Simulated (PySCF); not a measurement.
Geometry:
```json
{"atom": "C1", "x (Å)": "2.356", "y (Å)": "-0.388", "z (Å)": "0.803"}
{"atom": "N2", "x (Å)": "1.344", "y (Å)": "0.193", "z (Å)": "0.357"}
{"atom": "C3", "x (Å)": "0.415", "y (Å)": "-0.495", "z (Å)": "-0.476"}
{"atom": "C4", "x (Å)": "0.245", "y (Å)": "0.340", "z (Å)": "-1.765"}
{"atom": "Si5", "x (Å)": "-1.226", "y (Å)": "1.266", "z (Å)": "-0.973"}
{"atom": "C6", "x (Å)": "-1.016", "y (Å)": "-0.313", "z (Å)": "0.093"}
{"atom": "C7", "x (Å)": "-1.132", "y (Å)": "-0.288", "z (Å)": "1.607"}
{"atom": "H8", "x (Å)": "2.605", "y (Å)": "-1.439", "z (Å)": "0.605"}
{"atom": "H9", "x (Å)": "3.044", "y (Å)": "0.168", "z (Å)": "1.425"}
{"atom": "H10", "x (Å)": "0.707", "y (Å)": "-1.548", "z (Å)": "-0.644"}
{"atom": "H11", "x (Å)": "-0.033", "y (Å)": "-0.296", "z (Å)": "-2.603"}
{"atom": "H12", "x (Å)": "1.143", "y (Å)": "0.888", "z (Å)": "-2.038"}
{"atom": "H13", "x (Å)": "-0.883", "y (Å)": "2.516", "z (Å)": "-0.305"}
{"atom": "H14", "x (Å)": "-2.456", "y (Å)": "1.376", "z (Å)": "-1.760"}
{"atom": "H15", "x (Å)": "-1.637", "y (Å)": "-1.125", "z (Å)": "-0.295"}
{"atom": "H16", "x (Å)": "-0.812", "y (Å)": "-1.238", "z (Å)": "2.037"}
{"atom": "H17", "x (Å)": "-0.508", "y (Å)": "0.500", "z (Å)": "2.020"}
{"atom": "H18", "x (Å)": "-2.164", "y (Å)": "-0.108", "z (Å)": "1.902"}
```

- GFN2-xTB structure
- PBE0/pcSseg-1 with gauge-including orbitals
- code: PySCF
- a single conformation, non-relativistic Hamiltonian, equivalent nuclei averaged, no solvent

**Question.** Predict the 2D correlation tables (HSQC, COSY, HMBC).

**Answer.** 

HSQC (one-bond C–H):
| δH | δC |
| --- | --- |
| 7.68 (H8) | 151.3 (C1) |
| 7.22 (H9) | 151.3 (C1) |
| 3.86 (H10) | 76.0 (C3) |
| 2.08 (H15) | 31.0 (C6) |
| 1.78 (H11) | 19.2 (C4) |
| 0.99 (H16/H17/H18) | 16.5 (C7) |
| 0.95 (H12) | 19.2 (C4) |

COSY cross peaks (H two or three bonds apart, from the bond graph; peaks can be absent where the dihedral angle is near 90°):
| δH | δH |
| --- | --- |
| 7.68 (H8) | 7.22 (H9) |
| 4.89 (H13) | 4.84 (H14) |
| 4.89 (H13) | 2.08 (H15) |
| 4.89 (H13) | 1.78 (H11) |
| 4.89 (H13) | 0.95 (H12) |
| 4.84 (H14) | 2.08 (H15) |
| 4.84 (H14) | 1.78 (H11) |
| 4.84 (H14) | 0.95 (H12) |
| 3.86 (H10) | 2.08 (H15) |
| 3.86 (H10) | 1.78 (H11) |
| 3.86 (H10) | 0.95 (H12) |
| 2.08 (H15) | 0.99 (H16/H17/H18) |
| 1.78 (H11) | 0.95 (H12) |

HMBC (two and three bonds, from the bond graph):
| δH | δC |
| --- | --- |
| 7.68 (H8) | 76.0 (C3) |
| 7.22 (H9) | 76.0 (C3) |
| 4.89 (H13) | 76.0 (C3), 31.0 (C6), 19.2 (C4), 16.5 (C7) |
| 4.84 (H14) | 76.0 (C3), 31.0 (C6), 19.2 (C4), 16.5 (C7) |
| 3.86 (H10) | 151.3 (C1), 31.0 (C6), 19.2 (C4), 16.5 (C7) |
| 2.08 (H15) | 76.0 (C3), 19.2 (C4), 16.5 (C7) |
| 1.78 (H11) | 76.0 (C3), 31.0 (C6) |
| 0.99 (H16/H17/H18) | 76.0 (C3), 31.0 (C6) |
| 0.95 (H12) | 76.0 (C3), 31.0 (C6) |

References, each an isolated molecule treated in the same way: TMS for ¹H and ¹³C.

Short H···H contacts in this conformer between protons four or more bonds apart (candidates for NOE cross peaks, intensity ∝ r⁻⁶): H8···H10 2.27 Å.

Shifts are as computed. Against solution values, carbons near 30 ppm lie about +3 ppm off and those near 130 ppm about +5 ppm. Of 1211 compounds with measured shifts, 218 miss one by over three times the rms of a fit or turn the order of signals round; such compounds aren't used in these exercises.
